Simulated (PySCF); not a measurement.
# Basis and Hamiltonian dependence of the excitation energy of Tl

Tl [Xe] 4f14 5d10 6s2 6p1 (2P) → Tl [Xe] 4f14 5d10 6s2 7s1 (2S). All values are computed (PySCF 2.14, energy differences of UHF-based or UKS calculations, no spin-orbit coupling). Values in eV.

| basis | Hamiltonian | functions | UHF | PBE | PBE0 | MP2 (valence) | CCSD(T) (valence) |
| --- | --- | --- | --- | --- | --- | --- | --- |
| aug-cc-pwCVDZ-PP with ECP60MDF | ECP | 48 | 2.477 | 2.473 | 2.537 | 2.488 | 2.512 |
| def2-TZVPPD with the def2 core potential (60 electrons) | ECP | 56 | 2.501 | 2.490 | 2.557 | 2.534 | 2.556 |
| aug-cc-pVTZ-PP with one added diffuse shell each of d, f type with ECP60MDF | ECP | 67 | 2.433 | 2.468 | 2.530 | 2.488 | 2.514 |
| aug-cc-pVTZ-DK3 | spin-free X2C | 84 | 2.437 | 2.457 | 2.520 | 2.489 | 2.513 |
| def2-QZVPPD with the def2 core potential (60 electrons) | ECP | 88 | 2.430 | 2.471 | 2.533 | 2.504 | 2.524 |
| aug-cc-pwCVTZ-PP with ECP60MDF | ECP | 96 | 2.440 | 2.473 | 2.535 | 2.498 | 2.523 |
| aug-cc-pVQZ-PP with one added diffuse shell each of s, p, d, f, g type with ECP60MDF | ECP | 117 | 2.399 | 2.470 | 2.529 | 2.484 | n/a |
| aug-cc-pwCVTZ-DK3 | spin-free X2C | 125 | 2.443 | 2.466 | 2.528 | 2.499 | 2.524 |
| aug-cc-pwCVTZ-DK3 with one added diffuse shell each of s, d, f type | spin-free X2C | 138 | 2.384 | n/a | n/a | n/a | n/a |

Problem. Estimate the row for aug-cc-pVQZ-PP with ECP60MDF (ECP, 92 functions).

Solution. From the rows with the same Hamiltonian and similar size; the calculation gives UHF 2.41; PBE 2.47; PBE0 2.53; MP2 (valence) 2.49; CCSD(T) (valence) 2.51 (eV).

Frozen in the all-electron rows: valence: [Xe] 4f14 5d10; with a core potential, the same shells as far as they lie outside it.

Reference for a calculation without spin-orbit coupling: 2.639 eV (measured, between term centres; NIST).
